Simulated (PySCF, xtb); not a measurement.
B(H)(Cl)(OEt) (C2H6BClO), SMILES C(OBCl)C. Other conformers were not sampled.

Harmonic wavenumbers (cm⁻¹) from GFN2-xTB run with xtb 6.7.1 at its own minimum, in rising order: 59, 118, 175, 249, 343, 434, 756, 759, 834, 901, 1040, 1072, 1099, 1153, 1244, 1306, 1338, 1399, 1467, 1475, 1491, 2535, 2909, 2940, 3044, 3052, 3054.

What does PySCF with PBE0-D3(BJ)/def2-SVP give at its own minimum? (An estimate is asked for; the answer gives what the named calculation found.)

57, 119, 201, 293, 361, 455, 808, 848, 869, 903, 1068, 1122, 1137, 1187, 1304, 1370, 1406, 1450, 1455, 1473, 1500, 2637, 3059, 3064, 3122, 3165, 3170. Paired by order, the mean absolute difference is 51 cm⁻¹ and the zero-point energies are 51.8 and 53.8 kcal/mol.
